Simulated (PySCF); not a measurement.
Input for PySCF: R-B3LYP/6-31G* on CH2S (SMILES C=S), 2S+1 = 1.

```python
from pyscf import gto, scf, dft, mp
from pyscf.data.elements import chemcore

mol = gto.M(
    atom='''
    C    -0.98855101    0.13181649    0.22294557
    S     0.56452001   -0.07527487   -0.12731486
    H    -1.56079280    0.97866225   -0.15231854
    H    -1.54022127   -0.56516332    0.85168289
    ''',
    basis='6-31g*',
    cart=True,
    charge=0, spin=0, verbose=3, max_memory=1800)
mf = dft.RKS(mol, xc='b3lyp')
mf.conv_tol = 1e-8
mf.max_cycle = 100
mf.kernel()
if not mf.converged:
    mf = mf.newton().run(mf.mo_coeff, mf.mo_occ)
```

It printed:

```
converged SCF energy = -437.462174680318
```

The calculation finished and met its thresholds.

Cost: about 1.3 core-seconds (a rough figure).
